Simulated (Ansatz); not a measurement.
Basis sets compared for Ga9Sb10H26⁺, a nanocrystal cut from wurtzite GaSb (hydrogen-capped). Total charge 1; singlet. Geometry r2SCAN-D4/def2-SVP. Ansatz on 11 threads of AMD EPYC 7R13 on a shared host and a whole NVIDIA H100 80GB HBM3; times are rough, and most runs start from earlier orbitals.

```xyz
45

Sb   -1.667   -3.818    1.873
Ga   -2.016   -2.652    4.343
Sb   -0.082   -3.748   -2.325
Ga   -0.731   -2.744   -4.756
Ga   -0.308   -2.508    0.020
Sb   -1.536   -0.180   -0.322
Sb   -0.677   -0.389    3.760
Ga   -1.911    1.160    1.994
Sb   -0.066   -0.140   -4.409
Ga   -0.293    1.272   -2.163
Sb   -1.638    3.540   -2.377
Sb   -0.660    3.455    1.540
Ga   -1.981    5.101   -0.134
Sb    2.088   -1.844    0.879
Ga    1.907   -0.763    3.322
Ga    3.246   -0.764   -1.301
Sb    2.102    1.670   -1.151
Sb    2.889    1.693    2.952
Ga    1.924    3.246    1.007
H    -3.108   -4.297    1.112
H    -0.932   -5.348    1.921
H    -3.540   -2.347    4.391
H    -1.154   -3.537    5.289
H    -0.970   -5.185   -2.135
H     1.462   -4.450   -2.296
H    -2.288   -2.721   -4.729
H     0.246   -3.350   -5.799
H    -3.061   -0.553   -0.981
H    -0.692    0.541    5.185
H    -3.442    1.318    2.256
H    -0.943    0.749   -5.562
H     1.483    0.225   -4.995
H    -3.080    3.128   -3.174
H    -0.896    4.341   -3.678
H    -0.676    4.225    3.058
H    -3.508    5.001    0.150
H    -1.109    6.356   -0.426
H     2.795   -3.370    1.136
H     2.690   -1.582    4.392
H     2.469   -1.450   -2.493
H     4.792   -0.685   -1.153
H     2.819    2.651   -2.342
H     2.750    2.539    4.417
H     4.585    1.638    2.871
H     2.717    4.577    0.835
```

In the def2 sets Sb takes a core potential; there is no spin–orbit coupling. Single mean-field runs in def2-SVP, def2-TZVP are fitted with def2-universal-jkfit.

```tsv
level	functions	energy (Eh)	HOMO (eV)	LUMO (eV)	wall time
PBE-D4/def2-SVP	678	-19737.1161	-8.27	-5.18	3.4 s
PBE0-D4/def2-SVP	678	-19737.6421	-9.16	-4.55	5.5 s
```

Problem. Estimate the rows for PBE-D4/def2-TZVP, PBE0-D4/def2-TZVP (with forces).

Solution. 
```
                          level  functions  energy (Eh)  HOMO (eV)  LUMO (eV)  wall time
               PBE-D4/def2-TZVP       1088  -19739.4369      -8.29      -5.25      5.5 s
PBE0-D4/def2-TZVP (with forces)       1088  -19739.9433      -9.15      -4.60       13 s
```
